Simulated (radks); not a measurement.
Task: Sc, 21 electrons, occupied as [Ne] 3s(up 1, down 1) 3p6 3d1 4s2. All-electron calculation, scalar-relativistic Kohn-Sham, PBE, spin-polarised, spherical densities, finite nucleus; open shells are filled with parallel spins first; Fermi nuclear charge, rms radius 3.5459 fm. Program: a radial shooting solver on a logarithmic mesh with Libxc functionals. Some entries of the table are withheld. Estimate them.

orbital,occ.,eigenvalue (hartree),r(max) (bohr),<1/r> (bohr^-1)
1s down,1,-161.5932,0.04780,20.77
1s up,1,-161.5929,0.04780,20.77
2s up,1,-17.43156,0.2836,4.296
2s down,1,-17.42398,0.2835,4.297
2p up,3,-14.26781,0.2323,4.199
2p down,3,-14.26194,0.2323,4.200
3s up,1,-2.03390,0.9270,1.304
3s down,1,-2.00526,0.9266,1.304
3p up,3,-1.24712,0.9687,1.172
3p down,3,-1.21840,0.9681,1.172
4s up,1,(1),3.092,0.3516
4s down,1,(2),3.157,0.3428
3d up,1,-0.12905,1.098,(3)
3d down,0,-0.10442,1.100,(4)

Result: 
(1) 4s up eigenvalue (hartree): -0.15803
(2) 4s down eigenvalue (hartree): -0.14807
(3) 3d up <1/r> (bohr^-1): 0.7664
(4) 3d down <1/r> (bohr^-1): 0.7482
